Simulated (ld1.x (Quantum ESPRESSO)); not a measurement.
**Which setting gave this result? (tungsten, TM)**

Base potential:

* Element: tungsten (W)
* Generator: ld1.x (Quantum ESPRESSO) 7.5
* Type: norm-conserving Troullier–Martins (Kleinman–Bylander form)
* Functional: PBE
* Relativity: fully relativistic
* Frozen core: [Xe] 4f14
* Valence charge: 6
* Reference configuration: 5d4 6s2 6p0
* Partial waves: 6s (bound): rc 1.95 bohr; 6p (bound, empty): rc 2.55 bohr; 5d (bound): rc 1.95 bohr
* Local potential: all-electron potential smoothed inside 2.40 bohr (lloc = -2)
* Core correction: a·sin(br)/r model core, default radius (core density twice the valence density)

Open shells are filled in proportion to 2j + 1 (rel_dist='average').

Cutoffs, loose and tight: the cutoffs (Ry, on a coarse ladder) from which the occupation-weighted sum of valence levels, in a spherical-Bessel basis at the reference potential, stays within 10 and 1 mRy of its value at 400 Ry. They do not see the model core or the augmentation charge, which bear on the density cutoff. Test errors are all-electron minus pseudo excitation energies from the reference, over the configurations 5d4 6s1 6p0; 5d4 6s0 6p0; 5d3 6s0 6p0; 5d5 6s1 6p0; 5d4 6s0 6p2; 5d5 6s0 6p0; 5d4 6s1.5 6p0; variants that change the core or the reference have their own tests. The largest error is taken over the tests solved by every variant that gives reliable tests at all, those not shown here included: 5d3 6s0 6p0; 5d4 6s0 6p0; 5d4 6s0 6p2; 5d4 6s1 6p0; 5d4 6s1.5 6p0; 5d5 6s0 6p0.

Only the scale of all radii but the core radius (base = 1) is moved (2 further runs of the sweep failed or gave no value and are left out):

```
scale of all radii but the core radius (base = 1)  cutoff, loose  cutoff, tight  bound ghosts  largest test error (meV)  median size of the test errors
                                             0.91          60 Ry         100 Ry          none                      -204                        22.9 meV
                                             1.05          30 Ry          50 Ry          none                      -171                        28.8 meV
                                             1.15          30 Ry          35 Ry          none                      -178                        39.9 meV
                                             1.23          30 Ry          35 Ry          none                      -189                        47.6 meV
                                              1.3          30 Ry          35 Ry          none                      -202                        51.0 meV
                                              1.4          25 Ry          30 Ry          none                      -231                        54.3 meV
```

Task: One more run gave cutoff, loose: 30 Ry; cutoff, tight: 70 Ry; bound ghosts: none; largest test error (meV): -184; median size of the test errors: 23.5 meV. Which value of the scale of all radii but the core radius (base = 1) was used?

Result: 0.98. The median size of the test errors moves one way along this sweep, from 22.9 meV at 0.91 to 54.3 meV at 1.4, which places the run between 0.91 and 1.05.
